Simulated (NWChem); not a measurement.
Si2NH5, singlet; SMILES N[Si][SiH3]

```xyz
8

Si    -0.8784     0.8459    -0.0029
N      0.6757     1.6237     0.0006
H      0.7535     2.6467     0.0008
H      1.6016     1.1806     0.0029
Si     0.0450    -1.4008    -0.0012
H      1.5627    -1.4147     0.0039
H     -0.4066    -2.1830    -1.2136
H     -0.4149    -2.1853     1.2066
```
Atoms are numbered in this order, from 1.

Results from NWChem. Geometry optimised at PBE-D3(BJ)/def2-SVP; all other runs use it. Pople sets run with spherical d functions. Low-valent species are run as closed-shell singlets; no triplet was tried in these runs.

```tsv
quantity	level	value
orbital gap (eV)	OLYP/def2-TZVP	2.44
−ε(HOMO) (eV)	CAM-B3LYP/6-31G*	[?]
solvation free energy (kcal/mol) in diethyl ether	PBE/6-31G*, SMD	-4.0
vertical, lowest excitation, singlet (eV)	B3LYP/6-31G*, TDA	[?]
dipole (D)	PBE-D3(BJ)/def2-SVP	2.51
highest harmonic frequency (cm⁻¹)	PBE-D3(BJ)/def2-SVP	[?]
```

Question: Fill in the missing entries.

Answer: 
- −ε(HOMO) (eV), value: 7.21
- vertical, lowest excitation, singlet (eV), value: 3.02
- highest harmonic frequency (cm⁻¹), value: 3535
